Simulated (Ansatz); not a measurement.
**Abstraction of Cl: In(CH3)Cl2 + C2HF2 → In(CH3)Cl + C2HClF2**

Gas-phase species: In(CH3)Cl2, singlet; C2HF2 `[CH]=C(F)F`, doublet; In(CH3)Cl, doublet; C2HClF2 `FC(F)=CCl`, singlet. A radical takes Cl: the energy is the difference in strength between the In–Cl bond broken and the C–Cl bond made.

Shapes, held fixed at every level: PBE0-D4/def2-TZVP. Programs: Ansatz 0.2.0. Electronic energies: no zero-point or thermal term.

**Question.** Estimate ΔE of this reaction.

**Answer.** B2PLYP/def2-TZVPP gives ΔE = -20.5 kJ/mol; the levels span -37.6 to +37.6. They disagree on the sign: 1 of 7 are positive. The median of the levels is -13.0. No measured value is set beside it here. Spin contamination: C2HF2 (⟨S²⟩ up to 0.90), In(CH3)Cl (⟨S²⟩ up to 0.78). Open shells run unrestricted. For atoms past krypton def2 sets carry core potentials with scalar relativity. Outer-core shells of In are correlated, in sets that cover them unevenly. Times are processor times on shared x86 and Arm servers, and rough.

```tsv
level	kind	ΔE (kJ/mol)	CPU time (sum over the molecules)
HF/def2-TZVPP	Hartree–Fock	+37.6	–
PBE-D4/def2-TZVPP	GGA	-37.6	28 s
r2SCAN-D4/def2-TZVPP	meta-GGA	-12.8	62 s
BHLYP-D4/def2-TZVPP	global hybrid	-9.0	38 s
wB97M-V/def2-TZVPP	range-separated hybrid	-18.1	1.9 min
wB97X-V/def2-TZVPP	range-separated hybrid	-13.0	87 s
B2PLYP/def2-TZVPP	double hybrid	-20.5	56 s
```
